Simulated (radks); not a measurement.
The numbers below are computed, except where a source is named.
F-, 10 electrons, occupied as [Ne]. Level of theory: scalar-relativistic Kohn-Sham, r2SCAN, spin-polarised, spherical densities, finite nucleus; meta-GGA in the generalised Kohn-Sham scheme; Fermi nuclear charge, rms radius 2.8976 fm; Watson sphere of charge +1.1 and radius 2.85 bohr (a radial shooting solver on a logarithmic mesh with Libxc functionals).

Radial electron density D(r) = 4 pi r^2 rho(r):

| r (bohr) | D(r) (e/bohr) |
|---|---|
| 0.009589 | 0.4407 |
| 0.0119 | 0.6506 |
| 0.01477 | 0.9508 |
| 0.01833 | 1.373 |
| 0.02275 | 1.951 |
| 0.02824 | 2.722 |
| 0.03505 | 3.708 |
| 0.04349 | 4.907 |
| 0.05398 | 6.265 |
| 0.067 | 7.654 |
| 0.08315 | 8.858 |
| 0.1032 | 9.598 |
| 0.1281 | 9.610 |
| 0.159 | 8.779 |
| 0.1973 | 7.279 |
| 0.2448 | 5.608 |
| 0.3039 | 4.424 |
| 0.3771 | 4.188 |
| 0.4681 | 4.841 |
| 0.5856 | 5.847 |
| 0.7268 | 6.362 |
| 0.902 | 6.011 |
| 1.119 | 4.890 |
| 1.389 | 3.443 |
| 1.724 | 2.124 |
| 2.14 | 1.159 |
| 2.656 | 0.5572 |
| 3.297 | 0.2231 |
| 4.091 | 0.06940 |
| 5.078 | 0.01579 |

D(r) has 2 maxima, at r = 0.115, 0.744 bohr, and minima at 0.357 bohr, inside which lie 2.21 electrons.
